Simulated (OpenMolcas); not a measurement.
# Cl²⁺: Slater's ratio, worked from levels

```json
{
  "Program": "OpenMolcas 26.06",
  "Basis": "ANO-RCC [8s7p5d4f2g]",
  "Scalar Hamiltonian": "DKH2, point nucleus",
  "Active space": "5 electrons in 8 orbitals (3s 3p 4s 4p)",
  "State averaging": "2S+1 = 4 odd, 1 root; 2S+1 = 2 odd, 11 roots; 2S+1 = 4 even, 3 roots; 2S+1 = 2 even, 9 roots",
  "Spin-orbit coupling": "state interaction with AMFI integrals over the reference wave functions, term energies averaged over their components"
}
```

Methods: CASSCF; MS-CASPT2, IPEA 0.25 Eh, imaginary shift 0.1 Eh (closed shells correlated: 2s 2p). Measured levels: Moore, Atomic Energy Levels, vol. I, NSRDS-NBS 35 (1971 reprint of NBS Circular 467, 1949).

**Slater's ratio.** With one set of orbitals, p3 has 2D* - 4S* = 9 F2 and 2P* - 2D* = 6 F2 (F2 = F²/25), a ratio of 2/3. Term energies are centres of gravity, weighted by 2J + 1.

```csv
Source,2D* - 4S*,2P* - 4S*,F2 from the first,Ratio
CASSCF,22395,30740,2488,0.373
MS-CASPT2,18662,30449,2074,0.632
measured,18093,29875,2010,0.651
```

Energies in cm-1. A ratio away from 2/3 shows effects beyond one configuration with one set of orbitals, and in heavier atoms second-order spin-orbit shifts. In CASSCF the valence s occupation is 1.95 in 2P* against 2.00 in 2D*: mixing out of s² acts most on 2P* and pulls it down.

CASPT2 breaks the degeneracy within a term, and the mean is taken; among the terms shown or strongly mixed into the levels shown the widest spread is 700 cm-1 (3s2 3p3 2D*, MS-CASPT2). Over all roots computed the reference weight is 0.84 to 0.96 in MS-CASPT2; the roots of lowest weight are the least certain, and an intruder state may touch them. Active for correlation alone: 4p 4s; no level in the range computed is led by a configuration that fills them, so any true level of that kind is missing. Measured partners are found by configuration, term and J. A level has none where our copy of the source lacks it or the pairing is in doubt (some pairs that miss far off the trend of their configuration count as doubtful), and it then counts in no deviation. Levels of configurations outside the active space are missing.

* marks odd parity.
